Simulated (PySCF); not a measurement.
Simulation results for CH$_{5}$FSi$_{2}$, FH$_{4}$OSi$_{2}$, FH$_{5}$OSi$_{2}$

All values are calculated (PySCF 2.14.0). Calculation on a computer-drawn molecule: the log of a Hartree-Fock and frozen-core CCSD(T) single point meant for a local Hartree-Fock minimum, with one planted fault or none, to be diagnosed. Offsets are logged minus clean, where the clean run is the same molecule without the fault. The reference is restricted for singlets and unrestricted otherwise, and also for a bond in bohr or an excited solution. Adding or removing an electron swaps singlet and doublet. The excited solution moves the top pair (singlet) or top alpha electron (doublet) to the lowest empty orbital. Highest occupied and lowest empty are orbital energies over both spins, largest force is the largest gradient component, triples share is (T) over the correlation energy, the T1 limit is 0.02 restricted and 0.045 unrestricted, electrons count all cores, a negative frequency is imaginary (commonest isotopes), and the dipole is about the centre of nuclear charge.

Common to all runs: meant multiplicity 1; meant basis cc-pV(D+d)Z; logged SCF converged yes; logged CC converged yes; logged SCF stable within its kind yes; possible faults no fault, one electron removed, one electron added, multiplicity raised by two, geometry at a saddle point, SCF held on an excited solution, minimal basis STO-3G, one bond length entered in bohr, all coordinates scaled.

(1) 
```xyz
9
formula=CH5FSi2 meant_charge=0 logged_electrons=48 logged_basis_functions=99 logged_spin_squared=2.0045 logged_highest_occupied=-8.1422 logged_lowest_empty=0.091887 logged_largest_force=0.03844 logged_T1_diagnostic=0.014476 logged_D1_diagnostic=0.060231 logged_triples_share=0.023613 logged_dipole_magnitude=2.0193 logged_energy_HF=-718.07729 logged_energy_CCSD(T)=-718.6315 planted_fault=multiplicity_raised_by_two HF_energy_offset_from_clean_run=16.1 CCSD(T)_energy_offset_from_clean_run=30.19
F     -0.5977     0.6845    -3.2302
Si    -0.0865     1.3443    -1.8431
C      1.1306     2.7079    -2.2098
Si     2.1287     3.4254    -0.7478
H     -1.2716     1.8666    -1.1422
H      0.5286     0.2513    -1.0639
H      1.8004     2.4068    -3.0207
H      0.5260     3.5529    -2.5798
H      0.9315     3.6623     0.1608
```

Units: logged_highest_occupied, logged_lowest_empty in eV; logged_largest_force in hartree/bohr; logged_dipole_magnitude in debye; logged_energy_HF, logged_energy_CCSD(T) in hartree; HF_energy_offset_from_clean_run, CCSD(T)_energy_offset_from_clean_run in kcal/mol.

Drawn bonds:
```csv
atom,other atom,order
1,2,1
2,3,1
3,4,1
2,5,1
2,6,1
3,7,1
3,8,1
4,9,1
```

(2) 
```xyz
9
formula=CH5FSi2 meant_charge=0 logged_electrons=48 logged_basis_functions=99 logged_spin_squared=1.1769 logged_highest_occupied=-9.1464 logged_lowest_empty=0.71931 logged_largest_force=0.010441 logged_T1_diagnostic=0.070594 logged_D1_diagnostic=0.26122 logged_triples_share=0.030527 logged_dipole_magnitude=1.5445 logged_energy_HF=-717.98757 logged_energy_CCSD(T)=-718.55368 planted_fault=one_bond_length_entered_in_bohr,row_4_of_the_drawn_bonds HF_energy_offset_from_clean_run=72.4 CCSD(T)_energy_offset_from_clean_run=79.02
F     -0.5977     0.6845    -3.2302
Si    -0.0865     1.3443    -1.8431
C      1.1306     2.7079    -2.2098
Si     2.1287     3.4254    -0.7478
H     -2.3260     2.3313    -0.5186
H      0.5286     0.2513    -1.0639
H      1.8004     2.4068    -3.0207
H      0.5260     3.5529    -2.5798
H      0.9315     3.6623     0.1608
```

Units: logged_highest_occupied, logged_lowest_empty in eV; logged_largest_force in hartree/bohr; logged_dipole_magnitude in debye; logged_energy_HF, logged_energy_CCSD(T) in hartree; HF_energy_offset_from_clean_run, CCSD(T)_energy_offset_from_clean_run in kcal/mol.

Drawn bonds:
```csv
atom,other atom,order
1,2,1
2,3,1
3,4,1
2,5,1
2,6,1
3,7,1
3,8,1
4,9,1
```

Notes: T1 above single-reference limit.

(3) 
```xyz
9
formula=CH5FSi2 meant_charge=0 logged_electrons=47 logged_basis_functions=99 logged_spin_squared=0.7609 logged_highest_occupied=-17.227 logged_lowest_empty=-7.0102 logged_largest_force=0.056411 logged_T1_diagnostic=0.01784 logged_D1_diagnostic=0.072682 logged_triples_share=0.024923 logged_dipole_magnitude=9.9439 logged_energy_HF=-717.81086 logged_energy_CCSD(T)=-718.3582 planted_fault=one_electron_removed HF_energy_offset_from_clean_run=183.3 CCSD(T)_energy_offset_from_clean_run=201.7
F     -0.5977     0.6845    -3.2302
Si    -0.0865     1.3443    -1.8431
C      1.1306     2.7079    -2.2098
Si     2.1287     3.4254    -0.7478
H     -1.2716     1.8666    -1.1422
H      0.5286     0.2513    -1.0639
H      1.8004     2.4068    -3.0207
H      0.5260     3.5529    -2.5798
H      0.9315     3.6623     0.1608
```

Units: logged_highest_occupied, logged_lowest_empty in eV; logged_largest_force in hartree/bohr; logged_dipole_magnitude in debye; logged_energy_HF, logged_energy_CCSD(T) in hartree; HF_energy_offset_from_clean_run, CCSD(T)_energy_offset_from_clean_run in kcal/mol.

Drawn bonds:
```csv
atom,other atom,order
1,2,1
2,3,1
3,4,1
2,5,1
2,6,1
3,7,1
3,8,1
4,9,1
```

(4) 
```xyz
9
formula=CH5FSi2 meant_charge=0 logged_electrons=48 logged_basis_functions=33 logged_spin_squared=0 logged_highest_occupied=-6.0738 logged_lowest_empty=5.9493 logged_largest_force=0.022142 logged_T1_diagnostic=0.0085935 logged_D1_diagnostic=0.022996 logged_triples_share=0.015102 logged_dipole_magnitude=1.3384 logged_energy_HF=-709.52242 logged_energy_CCSD(T)=-709.70848 planted_fault=minimal_basis_STO-3G HF_energy_offset_from_clean_run=5384 CCSD(T)_energy_offset_from_clean_run=5629
F     -0.5977     0.6845    -3.2302
Si    -0.0865     1.3443    -1.8431
C      1.1306     2.7079    -2.2098
Si     2.1287     3.4254    -0.7478
H     -1.2716     1.8666    -1.1422
H      0.5286     0.2513    -1.0639
H      1.8004     2.4068    -3.0207
H      0.5260     3.5529    -2.5798
H      0.9315     3.6623     0.1608
```

Units: logged_highest_occupied, logged_lowest_empty in eV; logged_largest_force in hartree/bohr; logged_dipole_magnitude in debye; logged_energy_HF, logged_energy_CCSD(T) in hartree; HF_energy_offset_from_clean_run, CCSD(T)_energy_offset_from_clean_run in kcal/mol.

Drawn bonds:
```csv
atom,other atom,order
1,2,1
2,3,1
3,4,1
2,5,1
2,6,1
3,7,1
3,8,1
4,9,1
```

(5) 
```xyz
8
formula=FH4OSi2 meant_charge=1 logged_electrons=48 logged_basis_functions=94 logged_spin_squared=2.0213 logged_highest_occupied=-12.852 logged_lowest_empty=-8.8274 logged_largest_force=0.12913 logged_T1_diagnostic=0.072162 logged_D1_diagnostic=0.48587 logged_triples_share=0.024736 logged_dipole_magnitude=3.0317 logged_energy_HF=-754.16476 logged_energy_CCSD(T)=-754.74662 planted_fault=multiplicity_raised_by_two HF_energy_offset_from_clean_run=127.3 CCSD(T)_energy_offset_from_clean_run=131.3
F     -2.3151    -1.5058     1.5570
Si    -1.2723    -0.5346     0.8453
O      0.1465    -0.7596     1.7934
Si     1.0312    -1.3400     2.9298
H     -1.6505     0.8591     1.0163
H     -0.9403    -1.0068    -0.4894
H      0.4692    -2.3067     3.8630
H      2.4097    -0.8817     3.0116
```

Units: logged_highest_occupied, logged_lowest_empty in eV; logged_largest_force in hartree/bohr; logged_dipole_magnitude in debye; logged_energy_HF, logged_energy_CCSD(T) in hartree; HF_energy_offset_from_clean_run, CCSD(T)_energy_offset_from_clean_run in kcal/mol.

Drawn bonds:
```csv
atom,other atom,order
1,2,1
2,3,1
3,4,1
2,5,1
2,6,1
4,7,1
4,8,1
```

Notes: T1 above single-reference limit.

(6) 
```xyz
9
formula=FH5OSi2 meant_charge=0 logged_electrons=50 logged_basis_functions=99 logged_spin_squared=2.0127 logged_highest_occupied=-3.1213 logged_lowest_empty=-2.4785 logged_largest_force=0.14757 logged_T1_diagnostic=0.067155 logged_D1_diagnostic=0.46877 logged_triples_share=0.028172 logged_dipole_magnitude=4.0456 logged_energy_HF=-754.93605 logged_energy_CCSD(T)=-755.56801 planted_fault=multiplicity_raised_by_two HF_energy_offset_from_clean_run=192.6 CCSD(T)_energy_offset_from_clean_run=185
F     -3.2092     1.0532    -0.7014
Si    -1.9352     0.1031    -0.9672
O     -1.1160    -0.0672     0.4190
Si    -0.8122     0.2400     2.0115
H     -1.1013     0.7661    -1.9752
H     -2.4454    -1.1956    -1.4182
H     -0.6243     1.6906     2.2131
H      0.4175    -0.4810     2.3890
H     -1.9429    -0.2324     2.8346
```

Units: logged_highest_occupied, logged_lowest_empty in eV; logged_largest_force in hartree/bohr; logged_dipole_magnitude in debye; logged_energy_HF, logged_energy_CCSD(T) in hartree; HF_energy_offset_from_clean_run, CCSD(T)_energy_offset_from_clean_run in kcal/mol.

Drawn bonds:
```csv
atom,other atom,order
1,2,1
2,3,1
3,4,1
2,5,1
2,6,1
4,7,1
4,8,1
4,9,1
```

Notes: T1 above single-reference limit.
